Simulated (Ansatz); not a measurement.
A structure relaxed at PBE0-D4/def2-TZVP, charge 0, multiplicity 1:

```
atom    x (Å)    y (Å)    z (Å)
  C1   0.3498  -1.5684  -1.4276
  O2   0.4117  -0.1668  -1.6010
  B3   0.1547   0.6604  -0.5668
  F4   0.2306   1.9730  -0.8003
  O5  -0.1673   0.1815   0.6575
  C6  -0.4415   1.0268   1.7571
  H7   1.0642  -1.9048  -0.6719
  H8  -0.6515  -1.8847  -1.1246
  H9   0.5969  -2.0270  -2.3846
 H10   0.2610   0.7991   2.5612
 H11  -0.3530   2.0815   1.4903
 H12  -1.4555   0.8294   2.1106
```

Question: Give its formula and SMILES.

Answer: C2H6BFO2, `COB(F)OC`.

Question: Point group (tolerance 0.08 Å, 0.16 Å for H)?

Answer: Cs.

Question: Summarise the bond lengths by kind.

Answer: 2 × C–O 1.414 Å; 6 × C–H 1.090 to 1.093 Å; 2 × B–O 1.349 to 1.353 Å; 1 × B–F 1.335 Å.

Results of the Gaussian-basis code of Ansatz.
